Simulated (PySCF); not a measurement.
B2F3, SMILES F[B]B(F)F (connectivity only; charge and spin as stated), charge +1, multiplicity 1.

Geometry optimised at ωB97X-D3(BJ)/def2-SVP. The spin state was assumed, not searched. The isomer is the one that the SMILES or the coordinates give; other isomers of the formula were not compared. One conformer was computed; it need not be the lowest.

Two levels are set side by side: PBE/def2-TZVPD (PySCF) and r2SCAN/def2-TZVPD (PySCF). Same geometry, gas phase. Differences are taken from unrounded values.

```json
[
 {"quantity": "orbital gap (eV)", "r2SCAN": "6.08", "PBE": "5.41", "PBE minus r2SCAN": "-0.67"},
 {"quantity": "highest occupied level (eV)", "r2SCAN": "-16.68", "PBE": "-16.25", "PBE minus r2SCAN": "0.43"},
 {"quantity": "lowest empty level (eV)", "r2SCAN": "-10.60", "PBE": "-10.84", "PBE minus r2SCAN": "-0.24"},
 {"quantity": "mean polarisability (bohr³)", "r2SCAN": "23.8", "PBE": "25.0", "PBE minus r2SCAN": "1.1"}
]
```

Rough cost on one machine, each run with all the roots and properties that it gave: r2SCAN against PBE about 4 times.
